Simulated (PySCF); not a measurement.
Species: trans-Ti(NH3)2Br4 (singlet state).
SMILES: `[NH3]->[Ti](<-[NH3])([Br])([Br])([Br])[Br]`

The calculation used TDDFT wB97X-D/def2-SVPD, vertical, gas phase, core orbitals frozen in the response (PySCF 2.14.0, density-fitted response routines). Geometry: PBE0-D3(BJ)/def2-SVP; no solvent, vibrations or thermal averaging. Relativistic effects, spin–orbit coupling among them, are left out although an element past zinc is present.

Each state is given a Gaussian of 0.3 eV full width at half maximum, with ε(max) = 2.175×10⁸ f / Δν̃ (Δν̃ the width in cm⁻¹). The width is an assumption, not a result. The curve ends short of the highest state used, and states not computed would add to its high-energy end.

```csv
λ (nm),ε (L mol⁻¹ cm⁻¹)
408.3,1867
415.0,1848
421.7,1821
428.4,1677
435.1,1420
441.8,1112
448.5,817
455.2,574
461.9,391
468.6,260
475.3,170
482.0,108
488.7,67
495.4,40
502.1,23
508.8,13
515.5,7
522.2,3
528.9,2
535.6,1
542.3,0
549.0,0
555.7,0
562.4,0
569.1,0
575.8,0
582.5,0
589.2,0
595.9,0
602.6,0
609.3,0
616.0,0
622.7,0
629.4,0
636.1,0
642.8,0
649.5,0
656.2,0
662.9,0
669.6,0
676.3,0
683.0,0
689.7,0
696.4,0
```

Q: Locate the maxima and give the states behind the curve.

A: 416 nm (2.98 eV), ε about 1800, made up of S8 (44%) and S9 (43%) (hardly more than a shoulder) (ε in L mol⁻¹ cm⁻¹; maxima over ε = 5, shares over 10%). At its high-energy end, 3.04 eV, the curve is still rising (ε about 1900, from S8, S9, S11 and S12). The states used: S1 2.23 eV (f 0.0000); S2 2.23 eV (f 0.0000); S3 2.57 eV (f 0.0000); S4 2.69 eV (f 0.0000); S5 2.71 eV (f 0.0000); S6 2.72 eV (f 0.0000); S7 2.74 eV (f 0.0021); S8 2.94 eV (f 0.0094); S9 2.94 eV (f 0.0092); S10 3.24 eV (f 0.0011); S11 3.30 eV (f 0.024); S12 3.30 eV (f 0.026); S13 3.58 eV (f 0.0002); S14 3.61 eV (f 0.0058); S15 3.64 eV (f 0.0017).

Q: Coming from long wavelengths, where does ε first pass 100 L mol⁻¹ cm⁻¹?

A: At about 483 nm (2.57 eV), 0.34 eV above S1.

Q: On this curve, what absorbance would a 10⁻⁴ mol/L sample give at 450 nm over a 1 cm path?

A: 450 nm is 2.755 eV, where ε is about 760 L mol⁻¹ cm⁻¹, so A = ε c l ≈ 0.076 (Beer–Lambert, with the gas-phase spectrum and the assumed width).

Q: What would ε be at 2.98 eV, the highest of these maxima, with half the width (0.15 eV)?

A: About 2830 L mol⁻¹ cm⁻¹ against 1850, a factor of about 1.5; a lone state at its own centre would give exactly 2.
